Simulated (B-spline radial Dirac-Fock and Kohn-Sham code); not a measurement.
Z = 50 (tin), transition energy 200 keV. Level of theory: a Dirac-Hartree-Slater potential of the neutral atom with a Latter tail (no hole, which puts coefficients of high multipoles low close above an edge), finite nucleus with surface currents; an atomic code on a B-spline grid. Subshells that would emit electrons below 1 keV are left out.

Problem. A pure transition shows α(K) = 2.06, L1/L2 = 0.232 and L1/L3 = 0.303. What is its multipolarity?
A. E4
B. M1
C. E3
D. M2
E. E1
F. M4
G. E2
H. M3

Solution. A. For comparison, α(K), L1/L2, L1/L3 are E1 0.0224, 14.2, 10.4; E2 0.114, 2.45, 2.47; E3 0.493, 0.628, 0.755; M1 0.0722, 17.5, 65.8; M2 0.407, 10.0, 14.4; M3 2.00, 6.48, 3.93; M4 9.70, 4.65, 1.77.

Values without a named source are computed, but for edge energies of neutral atoms, which are taken from tables.
